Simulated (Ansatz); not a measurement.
Consider the formal exchange of groups at the Se–Al bond: `[Cl][Al]([Cl])[SeH]` + `C[O][GeH3]` → `C[O][GeH2][SeH]` + `[Cl][AlH][Cl]`.

Calculated with Ansatz (gas phase, PBE0-D4/def2-TZVP geometries, no zero-point term in ΔE). CCSD(T)/CBS is the MP2 limit (def2-TZVPP, def2-QZVPP) plus CCSD(T) − MP2 in def2-TZVPP, frozen cores. This one scheme is used for every species. For Ge, Se outer-core shells are correlated without core-valence functions, which leaves a few kJ/mol of doubt a bond. Scalar relativity is left out up to krypton. One conformer a species, not always the lowest.

```json
{"species": "`[Cl][Al]([Cl])[SeH]`", "SCS-MP2/def2-TZVPP energy (Eh)": "-3562.27213"}
{"species": "`C[O][GeH3]`", "SCS-MP2/def2-TZVPP energy (Eh)": "-2192.30928"}
{"species": "`C[O][GeH2][SeH]`", "SCS-MP2/def2-TZVPP energy (Eh)": "-4592.43771"}
{"species": "`[Cl][AlH][Cl]`", "SCS-MP2/def2-TZVPP energy (Eh)": "-1162.12564"}
```

Q: Work out ΔE.

A: ΔE = (-4592.43771) + (-1162.12564) − (-3562.27213) − (-2192.30928) = 0.01806 Eh = +11.3 kcal/mol. CCSD(T)/CBS gives +11.8 kcal/mol.

Largest T1 diagnostic among the species: 0.011.
